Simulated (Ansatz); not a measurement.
A structure relaxed at PBE-D4/def2-SVP in Ansatz, charge 1, singlet:

```xyz
49

As    1.140   -1.518   -4.060
In    2.478   -3.891   -3.379
As   -1.057    2.409   -3.201
In   -3.750    2.283   -2.831
In    0.233    0.288   -2.308
As   -1.186   -1.177   -0.585
As    2.337   -3.305   -0.708
In   -0.103   -3.486    0.358
As   -3.495    2.357   -0.041
In   -2.141    0.462    1.264
As   -3.596   -1.017    2.939
As   -0.173   -2.967    2.984
In   -2.596   -3.334    4.196
In    0.429    4.691   -3.027
As    2.349    0.884   -0.795
In    3.851   -1.225   -0.062
As    0.562    4.572   -0.248
In    1.841    2.667    1.142
As    0.041    1.244    2.539
As    3.488   -1.013    2.625
In    1.107   -0.831    3.909
H    -0.075   -1.786   -4.945
H     1.915   -0.688   -5.081
H     1.292   -5.098   -3.720
H     4.100   -3.569   -3.881
H    -0.957    2.086   -4.695
H    -4.251    0.634   -3.016
H    -4.433    3.816   -3.236
H    -2.445   -1.540   -1.373
H     3.089   -4.457   -0.038
H    -1.028   -4.874   -0.123
H    -4.838    2.397    0.684
H    -2.960    3.672    0.522
H    -4.866   -1.274    2.132
H    -4.206   -0.001    3.902
H     0.690   -4.084    3.575
H    -3.441   -4.583    3.354
H    -2.445   -2.826    5.840
H    -0.610    6.029   -3.360
H     2.054    4.269   -3.453
H     3.243    1.678   -1.748
H     5.516   -1.172   -0.534
H    -0.814    4.692    0.406
H     1.121    5.877    0.314
H     3.204    3.158    2.097
H    -0.477    2.188    3.623
H     4.232   -2.174    3.281
H     4.397    0.099    3.148
H     1.234   -0.563    5.616
```

(1) Give its formula.

(2) Summarise the bond lengths by kind (pairs closer than 1.2 times the sum of covalent radii, bridged metal pairs left out).

Results:

(1) In10As11H28⁺, a nanocrystal cut from wurtzite InAs (hydrogen-capped).

(2) 28 × As–In 2.64 to 2.82 Å; 16 × As–H 1.53 Å; 12 × H–In 1.73 to 1.74 Å.

In the def2 sets In takes a core potential; there is no spin–orbit coupling. Single mean-field runs in def2-SVP are fitted with def2-universal-jkfit.
